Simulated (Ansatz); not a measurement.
One change: `B1CS1` becomes `OB1CS1`.

Ansatz, PBE0-D4/def2-TZVP geometries, multiplicity 1. Each molecule was computed in one conformer, which needn't be the lowest.

```
                                          property  `B1CS1`
                 HOMO energy (PBE/def2-TZVPP) / eV    -6.53
size of the dipole moment (ωB97M-V/def2-TZVPP) / D     1.00
              HOMO–LUMO gap (PBE0/def2-TZVPP) / eV     6.43
             HOMO energy (ωB97M-V/def2-TZVPP) / eV    -9.81
                 LUMO energy (PBE/def2-TZVPP) / eV    -2.18
               HOMO–LUMO gap (PBE/def2-TZVPP) / eV     4.35
```

Task: Give the same properties after the change, and the shifts. (Best estimate.)

Result: Computed: 
```csv
property,`OB1CS1`,shift
HOMO energy (PBE/def2-TZVPP) / eV,-6.01,0.52
size of the dipole moment (ωB97M-V/def2-TZVPP) / D,2.78,1.78
HOMO–LUMO gap (PBE0/def2-TZVPP) / eV,7.08,0.65
HOMO energy (ωB97M-V/def2-TZVPP) / eV,-9.36,0.45
LUMO energy (PBE/def2-TZVPP) / eV,-1.03,1.15
HOMO–LUMO gap (PBE/def2-TZVPP) / eV,4.98,0.63
```

With PBE0 the HOMO rises by 0.46 eV and the LUMO rises by 1.11 eV, so the gap widens by about 0.65 eV. PBE moves the HOMO by 0.52 eV and ωB97M-V by 0.45 eV. The zero-point energy changes by 18.4 kJ/mol with +3 modes. Dipoles are sizes alone; their direction can turn.
